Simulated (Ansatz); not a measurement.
Gas-phase electronic energies from Ansatz, PBE0-D4/def2-TZVP geometries. CCSD(T)/CBS is the MP2 limit (def2-TZVPP, def2-QZVPP) plus CCSD(T) − MP2 in def2-TZVPP, frozen cores. This one scheme is used for every species. DFT in def2-TZVPP. One conformer a species, not always the lowest.

`C[SiH](F)CS` + H₂O → `O[SiH](F)CS` + CH₄  (formal hydrolysis of the Si–C bond)

```json
{"level": "ωB97X-V", "ΔE (kcal/mol)": "-26.2"}
{"level": "HF/def2-TZVPP", "ΔE (kcal/mol)": "-29.8"}
```

**Question.** What does CCSD(T)/CBS give? (An estimate is asked.)

**Answer.** The calculation gave: -25.7 kcal/mol. The listed levels differ from it by -0.5, -4.1 kcal/mol.

Largest T1 diagnostic among the species: 0.011.

In def2-TZVPP, CCSD(T) changes the Hartree–Fock value by +3.5 kcal/mol (the triples alone add +0.3 kcal/mol) and MP2 by +3.4 kcal/mol. The D4 term adds +0.9 kcal/mol with B3LYP and +0.5 kcal/mol with PBE0; it sums over pairs of atoms, weighted by their polarisabilities, and B3LYP, whose exchange is more repulsive, gets the larger term.

B3LYP here is the variant with VWN-RPA as its local correlation; programs differ in this.
